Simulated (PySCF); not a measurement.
Sn₂⁺: from constants to spectrum

UHF-CCSD(T) constants of Sn₂⁺, ⁴Σg⁻ (quartet), unpaired electrons σ ↑, π ↑↑ (PySCF, scalar-relativistic core potentials, basis sets Sn def2-SVP with ECP28; masses 119.9022 and 119.9022 u):

| Quantity | Value |
| --- | --- |
| ωe | 169.3 cm⁻¹ |
| ωexe | 0.456 cm⁻¹ |
| Be | 0.035436 cm⁻¹ |
| αe | 0.000116 cm⁻¹ |
| De to Sn⁺ + Sn | 2.39 eV |

Q: What force constant and bond length do these constants imply?

A: Reduced mass μred = 59.951 u; k = 5.8918×10⁻⁷·μred·ωe² (u, cm⁻¹, mdyn/Å) = 1.01 mdyn/Å; Re = √(16.8576/(μred·Be)) (u, cm⁻¹, Å) = 2.817 Å.

Q: Estimate the centrifugal constant D from the Kratzer relation and find the Dunham coefficient a1.

A: D = 4Be³/ωe² = 6.21e-09 cm⁻¹; a1 = −1 − αeωe/(6Be²) = -3.61.

Correlated steps freeze 8 core orbitals. Correlated levels converge slowly with the basis: in double zeta they bind strong bonds too weakly, by up to about 1 eV, and carry superposition errors of some tenths. Spin–orbit coupling is left out, which matters for elements this heavy, above all for dissociation energies. The state is the lowest determinant that a PBE0 search found; another state may lie lower at other levels.
